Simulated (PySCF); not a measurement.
Working out the ionisation energy of Pd⁺

Pd⁺ [Kr] 4d9 (2D) → Pd²⁺ [Kr] 4d8 (3F). Calculation: PySCF 2.14, in aug-cc-pVTZ-PP with ECP28MDF; a scalar-relativistic core potential. Frozen: 4s2 4p6. Energies in hartree (1 hartree = 27.21139 eV):

| part | Pd⁺ (lower) | Pd²⁺ (upper) |
| --- | --- | --- |
| UHF | -126.379818 | -125.741652 |
| CCSD correlation | -0.279784 | -0.216487 |
| (T) | -0.010569 | -0.005714 |

Q: What does Hartree-Fock give?

A: (-125.741652) − (-126.379818) = 0.638166 hartree = 17.365 eV.

Q: What do CCSD and CCSD(T) give?

A: The CCSD correlation energies differ by 0.063297 hartree = 1.722 eV and the triples by 0.004855 hartree = 0.132 eV, so CCSD gives 19.087 eV and CCSD(T) 19.219 eV.

Reference: 19.43 ± 0.12 eV (semi-empirical (NIST evaluation); NIST Atomic Spectra Database, ionization energies), between the lowest levels; spin-orbit coupling is absent from the calculation.

What remains against the reference includes basis incompleteness, the frozen core and higher excitations.
